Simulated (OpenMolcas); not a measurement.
**3s2 3p2 along the 14-electron sequence**

```
Program             : OpenMolcas
Method              : SS-CASPT2, IPEA 0.25 Eh, imaginary shift 0.1 Eh
Basis               : ANO-R2
Scalar Hamiltonian  : X2C, finite nucleus
Spin-orbit coupling : RASSI with atomic mean-field integrals over the reference wave functions, term energies averaged over their components
```

Active space for each ion: 4 electrons in 4 orbitals (3s 3p); closed shells correlated by CASPT2: 2s 2p.

Computed levels in cm-1 above 3P0:

| Level | P+ | S2+ | Cl3+ | Ar4+ |
| --- | --- | --- | --- | --- |
| 3P1 | 145 | 268 | 446 | 703 |
| 3P2 | 416 | 752 | 1226 | 1883 |
| 1D2 | 8600 | 11050 | 13470 | 15970 |
| 1S0 | 20470 | 26230 | 31630 | 36910 |
| weight of 3P in the lowest level (%) | 100 | 100 | 100 | 100 |

Measured, with the error of the calculation in %. Measured levels: P+ from NIST Handbook of Basic Atomic Spectroscopic Data; S2+ from NIST levels in Podobedova, Kelleher and Wiese, J. Phys. Chem. Ref. Data 38, 171 (2009); Cl3+ from Moore, Atomic Energy Levels, vol. I, NSRDS-NBS 35 (1971 reprint of NBS Circular 467, 1949); Ar4+ from Saloman, J. Phys. Chem. Ref. Data 39, 033101 (2010).

| Level | P+ | S2+ | Cl3+ | Ar4+ |
| --- | --- | --- | --- | --- |
| 3P1 | 165 (-11.9) | 299 (-10.3) | 491 (-9.1) | 763 (-7.9) |
| 3P2 | 469 (-11.3) | 833 (-9.7) | 1341 (-8.5) | 2029 (-7.2) |
| 1D2 | 8882 (-3.2) | 11323 (-2.4) | 13766 (-2.1) | 16299 (-2.0) |
| 1S0 | 21576 (-5.1) | 27161 (-3.4) | 32550 (-2.8) | 37912 (-2.6) |

The fine-structure level 3P2 changes by a factor of 4.53 from P+ to Ar4+. Its fourth root runs 4.52, 5.24, 5.92, 6.59, with steps per unit of Z of 0.72, 0.68, 0.67; equal steps would mean a (Z - σ)^4 law with constant σ.

1D2 changes by a factor of 1.86 over the same range, with steps per unit of Z of +2450, +2420, +2500 cm-1.

CASPT2 breaks the degeneracy within a term, and the mean is taken; among the terms shown or strongly mixed into the levels shown the widest spread is 20 cm-1 (3s2 3p2 1D, S2+). Over all roots computed the reference weight is 0.85 to 0.98 in P+, 0.84 to 0.98 in S2+, 0.85 to 0.98 in Cl3+, 0.86 to 0.99 in Ar4+; the roots of lowest weight are the least certain, and an intruder state may touch them. Measured partners are found by configuration, term and J. A level has none where our copy of the source lacks it or the pairing is in doubt (some pairs that miss far off the trend of their configuration count as doubtful), and it then counts in no deviation. Only configurations of the active space appear.
